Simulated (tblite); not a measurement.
Species: C₇H₉S (charge -1).
SMILES with atom numbers: `[CH3:1][C:2]#[C:3][C@@:4]1([CH3:5])[CH2:6][C@H:7]1[S-:8]` (hydrogens: H9, H10, H11 on C1; H12, H13, H14 on C5; H15, H16 on C6; H17 on C7)

The geometry is computed with GFN2-xTB (gas phase).

Question: List the bond lengths, angles and torsions at this level.

Answer: 
```tsv
bond	length (pm)
C1–C2	145.1
C2≡C3	120.1
C3–C4	142.5
C4–C5	151.8
C4–C6	151.4
C6–C7	150.4
C7–S8	175.7
C4–C7	153.4
C1–H9, C1–H10, C1–H11	109.2
C5–H12, C5–H13, C5–H14	109.1
C6–H15	108.2
C6–H16	108.6
C7–H17	109.3
```

Bonds in one row agree within 1 pm and their mean is given. A selection of angles:
```tsv
angle	degrees
C1–C2–C3	179.6
C2–C3–C4	178.1
C3–C4–C5	113.7
C3–C4–C6	117.6
C3–C4–C7	119.4
C5–C4–C6	117.9
C5–C4–C7	118.6
C6–C4–C7	59.1
C4–C6–C7	61.1
C6–C7–S8	122.8
C4–C7–C6	59.8
C4–C7–S8	124.7
```

Dihedral angles: C3–C4–C6–C7 109° (anticlinal); C4–C6–C7–S8 -114° (anticlinal); C3–C4–C7–C6 -106° (anticlinal).

Of the pairs four or more bonds apart, H13···H17 is among the closest relative to their van der Waals radii: 2.41 Å, 100 % of the sum of Bondi's values. The 3-membered ring C4–C6–C7 has internal angles of 59.1° to 61.1°. The 7 C–C bonds span 1.201 Å (C2≡C3, drawn triple) to 1.534 Å (C4–C7, drawn single), a spread of 0.333 Å.

Point group: C1 (no symmetry element, even within 0.4 Å). Its GFN2-xTB frequencies are all real (lowest 22 cm⁻¹).
